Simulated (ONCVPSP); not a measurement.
**Mo (Z = 42): excitation energies, all-electron against ONCV**

```json
{
 "Element": "Mo (Z = 42)",
 "Generator": "ONCVPSP 4.0.1",
 "Type": "optimised norm-conserving Vanderbilt (ONCV)",
 "Functional": "Wu-Cohen",
 "Relativity": "scalar-relativistic",
 "Frozen core": "[Ar] 3d10 4s2",
 "Valence charge": "12",
 "Reference configuration": "4p6 4d5 5s1",
 "Partial waves": "5s: rc 2.56 bohr, ncon 4, nbas 7, qcut 2.7 1/bohr, 2 projectors, debl 3 Ha; 4p: rc 1.46 bohr, ncon 3, nbas 6, qcut 5.6 1/bohr, 2 projectors, debl 2.5 Ha; 4d: rc 2.44 bohr, ncon 4, nbas 8, qcut 5.5 1/bohr, 2 projectors, debl 0.7 Ha",
 "Local potential": "polynomial inside 1.08 bohr (lpopt 5, dvloc0 0 Ha)",
 "Core correction": "Teter function, parameters optimised by the program"
}
```

Energies are relative to the spin-unpolarised reference configuration 4p6 4d5 5s1; without spin polarisation the order of configurations can differ from experiment.

Task: Give the all-electron excitation energy and the error of the potential for: 4p6 4d5 5s0; 4p6 4d4 5s0; 4p6 4d3 5s0; 4p6 4d4 5s1 5p1.

Result:

```csv
valence configuration,charge,ΔE all-electron (eV),error AE − PS (meV)
4p6 4d5 5s0,+1,6.890,-11
4p6 4d4 5s0,+2,22.341,+15
4p6 4d3 5s0,+3,49.068,+108
4p6 4d4 5s1 5p1,0,3.781,+8.3
```

Levels in the configuration 4p6 4d4 5s0:

```tsv
level	all-electron (eV)	pseudo (eV)
4p	-56.728	-56.627
4d	-20.813	-20.762
```

Note: ghosts flagged at negative energy: s at -136.0 eV; GHOST(+) flagged for s at 93.5 eV. A true bound ghost makes a file unfit for plane-wave use.
